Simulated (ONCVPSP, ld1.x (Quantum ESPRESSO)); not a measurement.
**Potentials for aluminium (Al) compared**

Generated with ld1.x 7.5 (TM, RRKJ, ultrasoft, PAW), atompaw 4.2 or ONCVPSP 4.0.1. The cutoff is in Ry: for ld1.x and atompaw files where the sum of valence levels is converged to 10 mRy in a Bessel basis, for ONCV files where the hardest occupied wave has 1 mHa per electron of residual kinetic energy. The error is the largest all-electron minus pseudo excitation energy over each file’s own four to seven test configurations (ionisations up to +4, promotions, holes and added fractions of an electron), all of which were solved. The labels leave out finer settings (local radius, basis sizes, second energies), which also bear on the numbers. Spin-polarised tests are not counted. The rows are a selection from randomly drawn settings: files with unsolved tests, undetermined cutoffs or missed reference levels are left out.

```csv
potential,cutoff (Ry),largest error (meV),bound ghosts
"ONCV, PBEsol, scalar-relativistic, rc 2.10/1.60/1.60 (spd), local p, core correction no, reference 3s1 3p2, qcut 3.7/5/7.1, projectors 1/0/3",23,-7.9,none
"ONCV, LDA (Perdew-Wang 92), scalar-relativistic, rc 1.85/2.40/2.15 (spd), local smoothed, core correction yes, reference 3s2 3p0.75, qcut 4.6/3.7/4, projectors 2/2/1",13,+6.5,none
"ONCV, PW91, scalar-relativistic, rc 1.20/1.25/0.95 (spd), local smoothed, core correction yes, reference 2s2 2p6 3s1 3p2, qcut 8.3/14/9.1, projectors 2/2/2",127,-449,none
"ONCV, PBEsol, scalar-relativistic, rc 0.90/1.10/0.95 (spd), local smoothed, core correction yes, reference 2s2 2p6 3s1.5 3p1.5, qcut 11.4/14.3/11.2, projectors 3/2/3",146,+0.5,none
```

Fill in the row for Al: TM, PBE, non-relativistic, rc 2.05/2.80 (sp), local smoothed, core correction no, reference 3s2 3p1.

cutoff 10 Ry, largest error +31 meV, bound ghosts: none.

Fill in the row for Al: ultrasoft, PBEsol, non-relativistic, rc 2.55/2.10/1.95 (spd), local smoothed, core correction yes, reference 3s2 3p1.

cutoff 6 Ry, largest error -5.0 meV, bound ghosts: none.

Fill in the row for Al: ONCV, PBE, scalar-relativistic, rc 1.75/1.90 (sp), local smoothed, core correction yes, reference 3s1 3p2, qcut 4.8/3.7, projectors 1/1.

cutoff 12 Ry, largest error +5.5 meV, bound ghosts: none.
